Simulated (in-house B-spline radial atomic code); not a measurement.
# Au2+: [Kr] 4d10 (4f5/2)6 (4f7/2)7 5s2 (5p1/2)2 (5p3/2)3 5d10 6s1 (with a hole in an inner shell)

Method: Dirac-Hartree-Fock, average of the jj configuration, Fermi nucleus of rms radius 5.4371 fm. Calculated with a B-spline radial code for spherical atoms.

Effective charges: Z_r = [3n² - l(l+1)]/(2<r>) from the radius, Z_e = n√(-2ε) from the energy, and Slater's rules. Values are occupation-weighted means over j. An effective charge above Z reflects the relativistic contraction of the inner shells.

```csv
shell,electrons,ε (eV),<r> (bohr),Z_r,Z_e,Slater
1s,2,-81299,0.01687,88.93,77.30,78.70
2s,2,-14525,0.07043,85.19,65.35,74.85
2p,6,-12676,0.06374,78.45,61.05,74.85
3s,2,-3530.7,0.183,73.79,48.33,67.75
3p,6,-2977.7,0.1839,67.98,44.38,67.75
3d,10,-2331.4,0.1678,62.58,39.27,57.85
4s,2,-835.62,0.4059,59.12,31.35,51.25
4p,6,-648.5,0.4302,53.47,27.62,51.25
4d,10,-407.08,0.4548,46.18,21.88,39.85
5s,2,-159.1,0.9237,40.60,17.10,22.55
4f,13,-144.66,0.486,37.03,13.04,28.80
5p,5,-108.08,1.043,34.99,14.09,22.55
5d,10,-39.125,1.396,24.72,8.48,9.85
6s,1,-27.646,2.405,22.46,8.55,5.55
```

The least bound orbital is 6s1/2 at -27.65 eV, and it is also the most diffuse (<r> = 2.405 bohr). The part-filled 4f shell lies below the filled 5d shell in orbital energy.

For the 1s electron the small component carries 9 % of the norm, the zero-frequency Breit interaction raises the level by 302.8 eV, self-energy by 193.7 eV, and vacuum polarisation lowers it by 39.49 eV.
